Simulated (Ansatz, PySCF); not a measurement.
ClH6NOSi2, SMILES N[SiH2]O[SiH2]Cl. Atoms are numbered in the order given.

```xyz
11

Si     0.7729    -0.7245     0.7483
Cl     1.2571    -0.7227    -1.2862
O     -0.3903     0.3998     1.0319
Si    -1.7108     1.0311     0.1936
N     -2.3889    -0.0580    -0.9507
H      1.9960    -0.3768     1.5069
H      0.2977    -2.0919     1.0755
H     -1.2321     2.2409    -0.5193
H     -2.7410     1.3383     1.2152
H     -1.8741    -0.3062    -1.7905
H     -3.0069    -0.8092    -0.6609
```

Coordinates come from a B3LYP-D3(BJ)/def2-SVP optimisation. The structure was generated by enumeration, and PubChem lists no compound with its InChIKey, so it may never have been made. The values are those of a single conformer.

Two levels are set side by side: PBE-D3(BJ)/def2-SVP (Ansatz, a first-principles code) and B3LYP-D3(BJ)/def2-SVP (Ansatz). Each level has its own optimised geometry; the coordinates shown are those of the second. Frequencies come from the Hessian of PySCF at each geometry. Differences are taken from unrounded values.

```tsv
quantity	B3LYP-D3(BJ)	PBE-D3(BJ)	PBE-D3(BJ) minus B3LYP-D3(BJ)
mean bond length (Å)	1.510	1.522	0.012
bond Si1–Cl2 (Å)	2.091	2.095	0.004
bond Si1–O3 (Å)	1.642	1.658	0.015
bond O3–Si4 (Å)	1.687	1.703	0.016
bond Si4–N5 (Å)	1.719	1.729	0.010
bond Si1–H6 (Å)	1.481	1.494	0.014
bond Si1–H7 (Å)	1.484	1.499	0.015
bond Si4–H8 (Å)	1.484	1.497	0.013
bond Si4–H9 (Å)	1.483	1.496	0.013
bond N5–H10 (Å)	1.016	1.023	0.007
bond N5–H11 (Å)	1.015	1.022	0.007
highest harmonic wavenumber (cm⁻¹)	3664	3591	-73
mean harmonic wavenumber (cm⁻¹)	1102	1071	-32
zero-point energy (kcal/mol)	42.55	41.32	-1.22
```

GGA bonds tend to be longer and softer than those of functionals with exact exchange. Differences between two approximate levels are no errors against the true value.
